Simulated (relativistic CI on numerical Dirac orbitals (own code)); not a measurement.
## Sensitivity of the levels of Tm22+ to α and to the nuclear radius

These numbers are calculated, not measured: Dirac-Coulomb-Breit CI, orbitals from a KLI potential per configuration, derivatives by finite differences, unscaled Slater integrals, QED left out (own radial code, finite nucleus).

CI space (outside the closed core [Ar] 3d10 4s2): 4p⁶4d¹⁰4f, 4p⁶4d¹⁰5s, 4p⁶4d⁹4f², 4p⁶4d¹⁰5p, 4p⁶4d¹⁰5d, 4p⁵4d¹⁰4f², 4p⁶4d⁹5s², 4p⁶4d⁹4f5s. Levels of other configurations are missing.

With x = (α/α₀)² − 1 an excitation energy changes as ω = ω₀ + qx; K = 2q/ω₀ is the relative enhancement. Terms are leading LS components, so labels can repeat. The field-shift factor is F = δν/δ⟨r²⟩ for the transition from the lowest level.

Lowest level 4p⁶4d¹⁰4f ²F°5/2.

| Level | ω₀ (cm⁻¹) | q (cm⁻¹) | K | F (GHz/fm²) |
| --- | --- | --- | --- | --- |
| 4p⁶4d¹⁰4f ²F°7/2 | 16955 | 15800 | 1.86 | 0.575 |
| 4p⁶4d¹⁰5s ²S1/2 | 616926 | -281900 | -0.914 | 355 |
| 4p⁶4d¹⁰5p ²P°1/2 | 903260 | -248300 | -0.55 | 33.8 |
| 4p⁶4d¹⁰5p ²P°3/2 | 1042415 | -84680 | -0.162 | 18 |
| 4p⁶4d⁹4f² ⁴F3/2 | 1327344 | 3162 | 0.00476 | 13.9 |
| 4p⁶4d⁹4f² ⁴F5/2 | 1331258 | 3286 | 0.00494 | 13.9 |
| 4p⁶4d⁹4f² ⁴F7/2 | 1340676 | 10480 | 0.0156 | 14.2 |
| 4p⁶4d⁹4f² ⁴F9/2 | 1353873 | 19830 | 0.0293 | 14.6 |
| 4p⁶4d⁹4f² ²F7/2 | 1358666 | 2598 | 0.00382 | 14.1 |
| 4p⁶4d⁹4f² ⁴D5/2 | 1367722 | 6019 | 0.0088 | 14.2 |
| 4p⁶4d⁹4f² ⁴K13/2 | 1368086 | -1716 | -0.00251 | 14 |
| 4p⁶4d⁹4f² ²F5/2 | 1369062 | 12200 | 0.0178 | 14.4 |
| 4p⁶4d⁹4f² ⁴H9/2 | 1370843 | 4477 | 0.00653 | 14.2 |
| 4p⁶4d⁹4f² ⁴K15/2 | 1371931 | 11200 | 0.0163 | 14.5 |
| 4p⁶4d⁹4f² ⁴D7/2 | 1372750 | 15640 | 0.0228 | 14.6 |
| 4p⁶4d⁹4f² ⁴D3/2 | 1375246 | 12290 | 0.0179 | 14.4 |
| 4p⁶4d⁹4f² ⁴H11/2 | 1376534 | 12020 | 0.0175 | 14.5 |
| 4p⁶4d⁹4f² ⁴K17/2 | 1376622 | 20500 | 0.0298 | 14.8 |
| 4p⁶4d⁹4f² ⁴D1/2 | 1384178 | 19570 | 0.0283 | 14.6 |
| 4p⁶4d⁹4f² ⁴I11/2 | 1384787 | 2996 | 0.00433 | 14.2 |
| 4p⁶4d⁹4f² ⁴G7/2 | 1384834 | 10020 | 0.0145 | 14.5 |
| 4p⁶4d⁹4f² ⁴H13/2 | 1385597 | 13100 | 0.0189 | 14.6 |
| 4p⁶4d⁹4f² ⁴G5/2 | 1387881 | 17860 | 0.0257 | 14.7 |

At this charge transitions that keep the count of f electrons are usually good to a few per cent. Terms inside the open d or f shell come out 10 to 20 % too wide with unscaled integrals. Levels that differ in their count of f electrons can be misplaced by several ten thousand cm⁻¹, since the correlation energy of f electrons is missing or only estimated; rates across such gaps can be off by orders of magnitude.
